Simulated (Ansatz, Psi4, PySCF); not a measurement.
H2BFS (SMILES FBS), singlet, at a GFN2-xTB geometry, atoms displaced at random by about 0.08 Å a coordinate. Base run: PBE0/STO-3G, gradient (PySCF).

Here is a job for PySCF.
```python
from pyscf import gto, scf, dft

mol = gto.Mole()
mol.atom = '''
    B    -0.460667   -0.465938    0.464981
    F     0.507199   -1.235607    1.166290
    H    -1.550611   -0.721326    0.586320
    S     0.138352    0.689529   -0.540264
    H    -1.175623    1.179418   -1.150277
'''
mol.basis = 'sto-3g'
mol.charge = 0
mol.spin = 0
mol.verbose = 4
mol.build()

mf = dft.RKS(mol)
mf.xc = 'pbe0'
mf.kernel()
g = mf.nuc_grad_method()
grad = g.kernel()
```

Programs used: Ansatz (a quantum-chemistry and plane-wave program), Psi4, PySCF; a row that names a program was run with it.

The coordinate followed is z of atom 2.

Variants of this job, named by their change:

| change | dE/dx (Eh/bohr) | net force (Eh/bohr) |
|---|---|---|
| base | 0.029837 | 0.000153 |
| finite difference step (bohr) = 1e-4; conv_tol = 1e-11 | 0.029874 | - |
| finite difference step (bohr) = 1e-3; conv_tol = 1e-11 | 0.029874 | - |
| grid_response = on | 0.029874 | 0.000000 |
| grids.level = 1; grid_response = off | 0.029770 | 0.000271 |
| grids.level = 1; grid_response = on | 0.029917 | 0.000000 |
| code = ansatz | 0.029852 | 0.000000 |
| density fitting = on; auxbasis_response = off | 0.028628 | 0.002412 |
| code = psi4 | 0.029885 | 0.000337 |
| density fitting = on | 0.029835 | 0.000153 |
| grids.level = 0; grid_response = on | 0.028521 | 0.000000 |
| conv_tol = 1e-6 | 0.029847 | 0.000153 |

The net force is zero for an exact gradient.
